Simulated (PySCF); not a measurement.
C5H6BF, SMILES C#CC(=C)B(C)F. Atoms are numbered in the order given.

```xyz
13

C     -0.5778     2.7268     0.0000
C     -0.0255     1.6460     0.0000
C      0.5832     0.3525     0.0000
C      1.9275     0.2194     0.0000
B     -0.3492    -0.9163     0.0000
C      0.1218    -2.4083     0.0000
F     -1.6614    -0.6926     0.0000
H     -1.0641     3.6846     0.0000
H      2.5950     1.0862     0.0000
H      2.3936    -0.7688     0.0000
H     -0.3048    -2.9197     0.8796
H      1.2076    -2.5665     0.0000
H     -0.3048    -2.9197    -0.8796
```

Geometry optimised at PBE0-D3(BJ)/def2-SVP. The structure was generated by enumeration, and PubChem lists no compound with its InChIKey, so it may never have been made. Other conformers were not sampled.

Method: PBE0/pcSseg-1 in PySCF.

GIAO shieldings, no solvent; atoms alike by connectivity are averaged. δ = σ(ref) − σ: ¹³C against TMS (σ = 186.3 ppm); ¹¹B against BF3 (σ = 88.8 ppm); ¹⁹F against CFCl3 (σ = 167.2 ppm); ¹H against TMS (σ = 31.56 ppm), references at their B3LYP-D3(BJ)/def2-TZVP geometries, non-relativistic.

```
nucleus          atoms  count  δ (ppm)
-------  -------------  -----  -------
¹³C                 C4      1    161.7
¹³C                 C3      1    139.8
¹³C                 C1      1     94.6
¹³C                 C2      1     86.5
¹³C                 C6      1      2.8
¹¹B                 B5      1     38.7
¹⁹F                 F7      1    -31.3
¹H             H9, H10      2     7.21
¹H                  H8      1     3.64
¹H       H11, H12, H13      3     0.88
```
